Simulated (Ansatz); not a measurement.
`[SiH3]CBC=S` + CH₃NH₂ → `CNBC=S` + `C[SiH3]`  (ligand exchange at a B–C bond)

Program: Ansatz. Geometries: PBE0-D4/def2-TZVP. ΔE: electronic, gas phase. CBS: MP2 limit from def2 TZ/QZ plus the TZ coupled-cluster correction, frozen cores. This one scheme is used for every species. Functionals use def2-TZVPP. B3LYP here is the variant with VWN-RPA as its local correlation; programs differ in this. Each species was taken in one conformer, which may not be the lowest.

| level | ΔE (kJ/mol) | difference from CCSD(T)/CBS |
| --- | --- | --- |
| r2SCAN-D4 | -121.5 | 4.5 |
| PBE0-D4 | -121.9 | 4.1 |
| B3LYP-D4 | -129.4 | -3.4 |
| ωB97X-V | -128.1 | -2.1 |
| r2SCAN | -122.2 | 3.8 |
| MP2/def2-TZVPP | -126.5 | -0.5 |
| CCSD/def2-TZVPP | -130.4 | -4.4 |
| CCSD(T)/def2-TZVPP | -128.1 | -2.1 |
| HF/CBS(def2) | -138.0 | -12.0 |
| CCSD/CBS(def2) | -128.2 | -2.2 |
| CCSD(T)/CBS | -126.0 | 0 |

Largest T1 diagnostic among the species: 0.017.

The D4 term adds +4.8 kJ/mol with B3LYP and +2.6 kJ/mol with PBE0; it sums over pairs of atoms, weighted by their polarisabilities, and B3LYP, whose exchange is more repulsive, gets the larger term. In def2-TZVPP, CCSD(T) changes the Hartree–Fock value by +10.1 kJ/mol (the triples alone add +2.3 kJ/mol) and MP2 by +11.7 kJ/mol.

CCSD(T)/CBS has its own doubt, a few kJ/mol and more with outer-core shells, so smaller differences from it don't rank the levels.
